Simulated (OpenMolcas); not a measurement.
Ho3+ among 8 point charges of -0.5 e arranged as a square antiprism (D4d), 2.47 Å from the ion, with a polar angle of 65.3° against the regular 57.3°.

```json
{"Program": "OpenMolcas 26.06", "Method": "CASSCF", "Basis": "ANO-RCC-VDZP [7s6p4d2f1g]", "Scalar Hamiltonian": "DKH2, point nucleus", "Active space": "10 electrons in 7 orbitals (4f)", "State averaging": "2S+1 = 5 even, 35 roots (30 in the spin-orbit step); 2S+1 = 3 even, 103 roots kept (CI in the orbitals of an earlier block); 2S+1 = 1 even, 31 roots kept (CI in the orbitals of an earlier block)", "Spin-orbit coupling": "RASSI with atomic mean-field integrals over the reference wave functions"}
```

**Question.** What is the spin-free ground state?

**Answer.** A state of multiplicity 5, 1-fold in its orbital part, 100 % from free-ion I terms; it has the highest spin that f10 allows.

**Question.** Where is the first state of the same spin?

**Answer.** A 2-fold state lies at 0.944 cm-1 above the ground state.

**Question.** What are the lowest two levels with spin-orbit coupling?

**Answer.** A 1-fold level, then a 2-fold level 1.3 cm-1 above it. Their leading multiplicities are 5 (94 %) and 5 (94 %).

**Question.** What is χT at 300 K, and how does it compare with the textbook value?

**Answer.** Hund's rules give f10 the level 5I8 with g = 1.250, so an isolated free-ion multiplet has χT = g² J(J+1) / 8 = 14.062 cm3 K/mol. The computed 13.919 at 300 K differs by -1 %, through the field's splitting, the mixing of terms and any other multiplet in reach.

High states are left out of the spin-orbit mixing, which shifts the levels that they would mix with. This is an electrostatic model: the charges have no orbitals. An unlabelled pair can be two single states that coincide in this model. The first state left out of the spin-orbit step lies near 45000 cm-1 above the lowest spin-free state of the reference (among the parities and spins computed), and the lists stop at four fifths of that energy or lower. No measured value stands beside these numbers.
